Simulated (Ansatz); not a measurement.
Isomers of CH₅BSeSi, relaxed with PBE0-D4/def2-TZVP in Ansatz; electronic energies, one conformer each and not always the lowest. Functionals use def2-TZVPP; CBS adds triple-zeta CCSD(T) − MP2 to the MP2 limit of def2-TZVPP and def2-QZVPP.

Outer-core shells of Se are correlated without core-valence functions. Scalar relativity is left out up to krypton. Spin–orbit coupling is left out.

Task: Order them by energy at frozen-core CCSD(T)/CBS, lowest first. (An estimate is asked.)
A. `[SeH][SiH]1BC1`
B. `B1[SiH2]C[Se]1`
C. `BC1[SiH2][Se]1`

Result: B (0.0 kJ/mol), C (28.6 kJ/mol), A (97.2 kJ/mol).

Task: How do HF/CBS(def2), MP2/CBS(def2), B3LYP, PBE-D4 place them (kJ/mol, against `B1[SiH2]C[Se]1`)? (An estimate is asked.)

Result: Computed: 
```tsv
isomer	HF/CBS(def2)	MP2/CBS(def2)	B3LYP	PBE-D4
`BC1[SiH2][Se]1`	16.1	19.0	22.2	31.7
`[SeH][SiH]1BC1`	109.1	95.8	82.9	80.4
```

B3LYP here is the variant with VWN-RPA as its local correlation; programs differ in this.
